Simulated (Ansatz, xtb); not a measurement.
**Two isomers of CH4OSb−**

We compare I, `[CH3][SbH][O-]`, a singlet, with II, `[CH3][Sb-][OH]`, a singlet. Both are isolated ions in the gas phase, relaxed with B3LYP-D3(BJ)/def2-SVPD; the shapes shown needn't be the lowest conformers.

I (Å):

```json
{"atom": "C", "x (Å)": "0.3867", "y (Å)": "0.6367", "z (Å)": "-0.2866"}
{"atom": "O", "x (Å)": "2.6651", "y (Å)": "0.1000", "z (Å)": "1.9359"}
{"atom": "Sb", "x (Å)": "1.0963", "y (Å)": "1.1917", "z (Å)": "1.7757"}
{"atom": "H", "x (Å)": "1.0154", "y (Å)": "1.1437", "z (Å)": "-1.0347"}
{"atom": "H", "x (Å)": "-0.6677", "y (Å)": "0.9175", "z (Å)": "-0.4476"}
{"atom": "H", "x (Å)": "0.5025", "y (Å)": "-0.4512", "z (Å)": "-0.4027"}
{"atom": "H", "x (Å)": "-0.1914", "y (Å)": "0.1399", "z (Å)": "2.4455"}
```

II (Å):

```yaml
atoms:
  - { symbol: C, position_ang: [0.3478, 1.1632, -0.2395] }
  - { symbol: O, position_ang: [1.8243, -0.5436, 2.0363] }
  - { symbol: Sb, position_ang: [0.3157, 0.9640, 1.9979] }
  - { symbol: H, position_ang: [1.3655, 1.3948, -0.5908] }
  - { symbol: H, position_ang: [-0.3141, 2.0024, -0.5173] }
  - { symbol: H, position_ang: [-0.0116, 0.2548, -0.7479] }
  - { symbol: H, position_ang: [1.3401, -1.3721, 1.9674] }
```

Energies in hartree; the thermal terms are from B3LYP-D3(BJ)/def2-SVPD harmonic frequencies (ideal gas, rigid rotor, one conformer each, 298.15 K, 1 atm) and include the zero-point energy:

```
                               I           II
E, CCSD(T)/def2-SVPD  −354.750234  −354.768678
    E, MP2/def2-SVPD  −354.705200  −354.720942
  E, MP2/def2-TZVPPD  −355.147556  −355.163008
   zero-point energy     0.042886     0.047116
        H(298 K) − E     0.048928     0.053496
        G(298 K) − E     0.013796     0.017466
```

Q: Correct the CCSD(T) difference for the basis set by the MP2 change, then work out ΔE, ΔE₀, ΔH and ΔG for I → II in kJ/mol (1 Eh = 2625.50 kJ/mol) and the equilibrium ratio [II]/[I].

A: 1. Differences II − I: CCSD(T) −0.018444, MP2 in the small set −0.015742, MP2 in the large set −0.015452 Eh.
2. ΔE = −0.018444 + (−0.015452 − (−0.015742)) = −0.018154 Eh = −47.66 kJ/mol.
3. ΔE₀ = ΔE + ΔZPE = −0.018154 + (+0.004230) Eh = −36.56 kJ/mol.
4. ΔH = ΔE + (+0.004568) Eh = −35.67 kJ/mol.
5. ΔG = ΔE + (+0.003670) Eh = −38.03 kJ/mol, so ΔS = (ΔH − ΔG)/T = +7.9 J/(mol K).
6. kT = 0.9442 mEh, so K = [II]/[I] = exp(−ΔG/kT) = exp(+15.34) ≈ 4.6 × 10^6.

Structure II is favoured at this temperature. An error of 4 kJ/mol in ΔG would change K by a factor of 5. GFN2-xTB gave ΔE the other sign. Mirror images and further conformers aren't counted.

As drawn, II has 1 O–H in place of 1 Sb–H.

Other levels gave ΔE = +39.6 (GFN2-xTB); −274.5 (HF/STO-3G, GFN2-xTB geometries); −60.0 (r2SCAN-D4/def2-SVPD, GFN2-xTB geometries); −50.5 (B3LYP-D3(BJ)/def2-SVPD); −94.5 (HF/def2-SVPD); −41.3 (MP2/def2-SVPD); −48.4 (CCSD(T)/def2-SVPD) kJ/mol. The correlated steps freeze 6 core orbitals; the filled d shell of Sb is correlated, in a basis made for valence electrons. Atoms past krypton carry core potentials in the def2 sets, without spin–orbit terms. Programs: Ansatz 0.2.0, xtb 6.7.1.
